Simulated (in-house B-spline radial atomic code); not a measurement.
# Ionising Rb with different functionals

Computed with a radial B-spline atomic code at the basis-set limit: four-component Dirac-Coulomb Hamiltonian, Fermi nucleus of rms radius 4.2036 fm, spin-restricted, spherical fractional occupations for the functionals, and exact exchange of hybrids averaged over the configuration. The ionisation energy is the difference of two self-consistent energies, [Kr] 5s1 → [Ar] 3d10 4s2 4p6, without Breit or QED terms; ε is the level of the shell that loses the electron (mean over j).

| method | rung | ΔSCF (eV) | -ε(5s) (eV) |
| --- | --- | --- | --- |
| B97-1 | global hybrid | 4.12 | 2.64 |
| PBE0 | global hybrid | 4.12 | 2.75 |
| wB97X | range-separated hybrid | 4.13 | 4.32 |
| HSE06 | range-separated hybrid | 4.12 | 2.42 |

(1) Among the functionals, which spreads more, the ΔSCF values or the orbital energies?

(2) How do they compare with the NIST value?

Results:

(1) The orbital energies: ΔSCF values span about 0.02 eV and the orbital energies 1.90 eV; here energy differences depend much less on the functional than eigenvalues do.

(2) NIST lists 4.177 eV (measured, ground level to ground level). Errors run from -0.06 to -0.04 eV; wB97X is closest (-0.04 eV), but part of that can be cancellation, since the calculations leave out Breit-QED terms, spin polarisation.
